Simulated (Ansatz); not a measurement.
These are frozen-core CCSD(T)/def2-TZVPP // r2SCAN-D4/def2-TZVP (Ansatz, an electronic-structure program) values and carry that method's errors.

Ansatz 0.2 input:
```yaml
crystal:
  periodic: [false, false, false]
  atoms:
    - { symbol: O, position_ang: [-1.289691, -0.208758, -0.947949] }
    - { symbol: Sn, position_ang: [0.355325, 0.02809, 0.051269] }
    - { symbol: Cl, position_ang: [0.572383, 2.201365, 0.780334] }
    - { symbol: Cl, position_ang: [0.38244, -1.358502, 1.89175] }
    - { symbol: Cl, position_ang: [2.050427, -0.491695, -1.394511] }
    - { symbol: H, position_ang: [-2.070882, -0.170501, -0.380891] }
basis:
  gaussian: { orbitals: def2-TZVPP }
correlation:
  method: ccsd_t
```

Output:

```
Functional definition: HF
1497 factors; integrals over basis functions are off by at most 8.7e-4 eV
mean field evaluation 1: about -45372.2355 eV, gradient 4.2e1 eV
mean field evaluation 2: about -45372.4517 eV, gradient 4.2e1 eV
mean field evaluation 4: about -45375.8862 eV, gradient 2.6e0 eV
mean field evaluation 8: about -45375.9280 eV, gradient 2.8e-1 eV
mean field evaluation 16: about -45372.2349 eV, gradient 4.2e1 eV
mean field -45375.92840317 eV, -1667.5346119076 hartree, gradient 4.0e-6 eV, S^2 0.000000; 0 other end points of the search recorded, 0 dependent functions left out
20 core orbitals not correlated
reference -45375.92840317 eV, -1667.5346119076 hartree; 21, 21 occupied and 180, 180 virtual orbitals, 1497 factors
second order -30.35535662 eV of doubles, -0.00000000 eV of singles
cycle   1  -30.53435321 eV  change   -1.8e-1 eV  update   1.2e-1
cycle   2  -31.17987449 eV  change   -6.5e-1 eV  update   3.5e-2
cycle   3  -31.33436243 eV  change   -1.5e-1 eV  update   1.9e-2
cycle   4  -31.32132035 eV  change    1.3e-2 eV  update   4.8e-3
cycle   5  -31.31552143 eV  change    5.8e-3 eV  update   2.2e-3
cycle   6  -31.31636443 eV  change   -8.4e-4 eV  update   7.1e-4
cycle   7  -31.31629858 eV  change    6.6e-5 eV  update   3.0e-4
cycle   8  -31.31623002 eV  change    6.9e-5 eV  update   1.0e-4
cycle   9  -31.31627375 eV  change   -4.4e-5 eV  update   4.6e-5
perturbative correction -1.25057765 eV, -0.0459578808 hartree
Total energy: -45408.49525457 eV, -1668.7314216220 hartree
```

Cost: around 7 core-minutes (rough).
